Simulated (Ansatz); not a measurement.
Ansatz (a first-principles code) job for C2H9N3Si, SMILES N(/[SiH](N)N)=C\C, PBE0/def2-SVPD. Geometry optimised at PBE0-D3(BJ)/def2-SVP. The structure was generated by enumeration; whether it is a known compound was not checked. One conformer was computed; it need not be the lowest.

Ansatz 0.2 input:
```yaml
crystal:
  periodic: [false, false, false]
  atoms:
    - {symbol: C, position_ang: [3.06181143, 0.30539435, -0.59565985]}
    - {symbol: C, position_ang: [1.76569305, 0.08973282, 0.11728881]}
    - {symbol: N, position_ang: [0.64053658, 0.09383475, -0.46108095]}
    - {symbol: Si, position_ang: [-0.87003656, -0.14369120, 0.41476653]}
    - {symbol: N, position_ang: [-1.65007707, -1.39379374, -0.46646770]}
    - {symbol: N, position_ang: [-1.92980214, 1.20870330, 0.45912486]}
    - {symbol: H, position_ang: [3.72881263, -0.56025535, -0.44718622]}
    - {symbol: H, position_ang: [2.88597055, 0.45880005, -1.66859257]}
    - {symbol: H, position_ang: [3.58746137, 1.17968160, -0.17636814]}
    - {symbol: H, position_ang: [1.87025924, -0.07711081, 1.21745566]}
    - {symbol: H, position_ang: [-0.53452091, -0.40544961, 1.85872700]}
    - {symbol: H, position_ang: [-2.53232480, -1.78870304, -0.16695756]}
    - {symbol: H, position_ang: [-1.10272734, -2.04016872, -1.02077131]}
    - {symbol: H, position_ang: [-1.80370697, 1.93614172, 1.15276255]}
    - {symbol: H, position_ang: [-2.30834038, 1.57676758, -0.40660787]}
basis:
  gaussian:
    orbitals: def2-SVPD
hamiltonian:
  xc: {name: PBE0}
```

It prints:

```
WARN ansatz: RAYON_NUM_THREADS=2 ignored (pool sized by the plan → 2); use --threads N
Functional definition: PBE0
integrals: 0.14 GiB planned
1684 factors; their error is unknown
mean field: 1.20 GiB planned
mean field evaluation 1: about -14538.5987 eV, gradient 8.1e1 eV
mean field evaluation 2: about -14523.6407 eV, gradient 1.1e2 eV
mean field evaluation 4: about -14552.0967 eV, gradient 8.1e0 eV
mean field evaluation 8: about -14552.2732 eV, gradient 3.3e-1 eV
mean field evaluation 16: about -14552.2734 eV, gradient 2.3e-5 eV
mean field -14552.27338268 eV, -534.7861829283 hartree, gradient 2.3e-5 eV, S^2 0.000000; 0 other end points of the search recorded, 0 dependent functions left out
reference -14552.27342251 eV, -534.7861843920 hartree; 28, 28 occupied and 168, 168 virtual orbitals, 1684 factors
Total energy: -14552.27342251 eV, -534.7861843920 hartree
```

The run converged.

Cost: around 6 core-seconds (rough).
